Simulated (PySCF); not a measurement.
Si (SMILES [Si]), triplet; M06/6-31G* (PySCF).

PySCF was given this input:
```python
from pyscf import gto, scf, dft

mol = gto.M(
    atom='''
Si    0.000000    0.000000    0.000000
''',
    basis='6-31g*',
    charge=0,
    spin=2,
    verbose=4,
)

mf = dft.UKS(mol)
mf.xc = 'm06'
mf.small_rho_cutoff = 0
mf.kernel()
```

It wrote (shortened):

```
PySCF version 2.14.0

[INPUT] verbose = 4
[INPUT] num. atoms = 1
[INPUT] num. electrons = 14
[INPUT] charge = 0
[INPUT] spin (= nelec alpha-beta = 2S) = 2
[INPUT] symmetry False subgroup None
[INPUT] Mole.unit = angstrom
[INPUT] Symbol           X                Y                Z      unit          X                Y                Z       unit  Magmom
[INPUT]  1 Si     0.000000000000   0.000000000000   0.000000000000 AA    0.000000000000   0.000000000000   0.000000000000 Bohr   0.0

nuclear repulsion = 0
number of shells = 8
number of NR pGTOs = 51
number of NR cGTOs = 18
basis = 6-31g*
ecp = {}

******** <class 'pyscf.dft.uks.UKS'> ********
method = UKS
initial guess = minao
damping factor = 0
level_shift factor = 0
DIIS = <class 'pyscf.scf.diis.CDIIS'>
diis_start_cycle = 1
diis_space = 8
diis_damp = 0
SCF conv_tol = 1e-09
SCF conv_tol_grad = None
SCF max_cycles = 50
direct_scf = True
direct_scf_tol = 1e-13
number electrons alpha = 8  beta = 6
XC library pyscf.dft.libxc version 7.1.2
    S. Lehtola, C. Steigemann, M. J. T. Oliveira, and M. A. L. Marques,  SoftwareX 7, 1–5 (2018)
XC functionals = m06
    Y. Zhao and D. G. Truhlar,  Theor. Chem. Acc. 120, 215 (2008)
    Y. Zhao and D. G. Truhlar,  Theor. Chem. Acc. 120, 215 (2008)
radial grids:
    Treutler-Ahlrichs [JCP 102, 346 (1995); DOI:10.1063/1.469408] (M4) radial grids

becke partition: Becke, JCP 88, 2547 (1988); DOI:10.1063/1.454033
pruning grids: <function nwchem_prune>
grids dens level: 3
symmetrized grids: False
atomic radii adjust function: <function treutler_atomic_radii_adjust>
small_rho_cutoff = 0
Set gradient conv threshold to 3.16228e-05
tot grids = 19184
init E= -289.250099021132

cycle= 1 E= -289.327921033702  delta_E= -0.0778  |g|= 0.052  |ddm|= 0.802
cycle= 2 E= -289.331857150947  delta_E= -0.00394  |g|= 0.0177  |ddm|= 0.224
cycle= 3 E= -289.33217403056  delta_E= -0.000317  |g|= 0.0025  |ddm|= 0.0578
cycle= 4 E= -289.332183798735  delta_E= -9.77e-06  |g|= 0.000346  |ddm|= 0.00962
cycle= 5 E= -289.33218401693  delta_E= -2.18e-07  |g|= 1.93e-05  |ddm|= 0.00167
cycle= 6 E= -289.332184017605  delta_E= -6.75e-10  |g|= 2.85e-06  |ddm|= 0.000104
Extra cycle  E= -289.332184017618  delta_E= -1.38e-11  |g|= 7.19e-07  |ddm|= 1.07e-05
converged SCF energy = -289.332184017618  <S^2> = 2.0011729  2S+1 = 3.0007819
```
